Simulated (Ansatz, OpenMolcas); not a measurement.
**CH4BFOSi (SMILES O=CB[SiH2]F): the energy, rung by rung**

CH4BFOSi: 9 atoms, total charge 0, spin state singlet. SMILES: `O=CB[SiH2]F`. Geometry: relaxed at PBE0-D4/def2-TZVP. This is one conformer, not always the lowest.

```xyz
9

O    -0.7895    0.7804    1.7038
C    -0.1283    1.4421    0.9104
B     0.6281    0.1887    0.4958
Si   -0.0772   -1.0076   -0.9450
F    -1.3608   -0.3492   -1.6597
H    -0.2624    2.5250    0.7785
H     1.6087   -0.0849    1.1217
H     0.9640   -1.2026   -1.9919
H    -0.4942   -2.3381   -0.4309
```

Each level gives the energy change with the Si4–F5 bond stretched from 1.610 to 1.851 Å (eV). The values are calculated.

| level | kind | program | value (eV) | CPU time (all runs) |
| --- | --- | --- | --- | --- |
| SVWN5/def2-SVP (restricted) | LDA | Ansatz | 0.53 | 8.6 s |
| BLYP/def2-SVP (restricted) | GGA | Ansatz | 0.38 | 13 s |
| TPSS/def2-SVP (restricted) | meta-GGA | OpenMolcas | 0.44 | 83 s |
| PBE0/def2-SVP (restricted) | global hybrid | Ansatz | 0.51 | 21 s |
| CAM-B3LYP/def2-SVP (restricted) | range-separated hybrid | Ansatz | 0.55 | 24 s |
| B2PLYP/def2-SVP (restricted) | double hybrid | Ansatz | 0.50 | 27 s |
| RPA@PBE0/def2-SVP (restricted) | RPA | Ansatz | 0.47 | 29 s |
| MP2/def2-SVP (restricted) | perturbation theory | OpenMolcas | 0.50 | 19 s |
| CCSD/def2-SVP (restricted) | coupled cluster or CI | Ansatz | 0.51 | 49 s |

The first shape isn't each level's own minimum. The values span 0.38 to 0.55 eV. Times are those of the runs behind each value, whatever else they computed, on shared processors of several kinds: orders of magnitude only.
